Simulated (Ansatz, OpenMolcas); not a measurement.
**Si5H10 (SMILES [SiH2]1[SiH2][SiH2][SiH2][SiH2]1): methods side by side**

The species is Si5H10 (15 atoms), meant as a singlet with charge 0. As SMILES, `[SiH2]1[SiH2][SiH2][SiH2][SiH2]1`. The coordinates come from a PBE0-D4/def2-TZVP relaxation. This is one conformer, not always the lowest.

Each level gives the vertical energy of the triplet above the singlet (eV). The values are calculated.

```
                               level                   kind     program  value (eV)  less CCSD(T)/6-31G*  CPU time (all runs)
     HF/6-31G* (spherical functions)           Hartree–Fock      Ansatz        6.07                +0.07              2.5 min
  SVWN5/6-31G* (spherical functions)                    LDA      Ansatz        5.18                -0.82                 61 s
 revPBE/6-31G* (spherical functions)                    GGA  OpenMolcas        5.13                -0.87              3.9 min
 r2SCAN/6-31G* (spherical functions)               meta-GGA  OpenMolcas        5.33                -0.67              5.7 min
   PBE0/6-31G* (spherical functions)          global hybrid  OpenMolcas        5.54                -0.46              4.2 min
    MP2/6-31G* (spherical functions)    perturbation theory      Ansatz        6.17                +0.17              2.3 min
CCSD(T)/6-31G* (spherical functions)  coupled cluster or CI      Ansatz        6.00                 0.00              8.1 min
```

CCSD(T)/6-31G* (spherical functions) is the highest level here, not the true value. The values span 5.13 to 6.17 eV. A triplet this far above the singlet is often a Rydberg-like or dissociative state; sets without diffuse functions put Rydberg states too high. Times are those of the runs behind each value, whatever else they computed, on shared processors of several kinds: orders of magnitude only.
